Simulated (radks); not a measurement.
Results of a calculation; reference values are marked as such.
Fractional charge and spin in the 5s shell of iodine: the spin-up occupation runs from 0 to 1 and the spin-down occupation from 0 to 1; the fullest corner is I3+, [Kr] 4d10 5p(up 1, down 1) 5s(up 1, down 1). Level of theory: scalar-relativistic Kohn-Sham, PBE, spin-polarised, spherical densities, finite nucleus; Fermi nuclear charge, rms radius of each element as measured or else 0.836 A^(1/3) + 0.57 fm (a radial shooting solver on a logarithmic mesh with Libxc functionals). Energy (eV) minus the two flat planes that join the four corners (they meet along the diagonal where the two added fractions sum to one electron); zero is where a piecewise linear energy would lie.

down \ up,0,0.25,0.5,0.75,1
0,0.000,-1.099,-1.463,-1.095,0.000
0.25,-1.099,-1.387,-0.948,0.215,-1.051
0.5,-1.463,-0.948,0.286,-0.912,-1.398
0.75,-1.095,0.215,-0.912,-1.330,-1.046
1,0.000,-1.051,-1.398,-1.046,0.000

Corners above the fullest one (they belong to I4+ and the next ion): (up 1, down 0) 52.018 eV, (up 0, down 1) 52.018 eV, (up 0, down 0) 116.63 eV. With half an added electron in each spin the energy lies 0.286 eV from the planes, and with half an added electron in spin up alone -1.463 eV. The planes are only a guide here: the flat-plane condition holds for ground states with one frontier orbital, while this shell lies below other occupied shells, so the corners above the fullest one are inner-hole states and not the ground states of those ions.
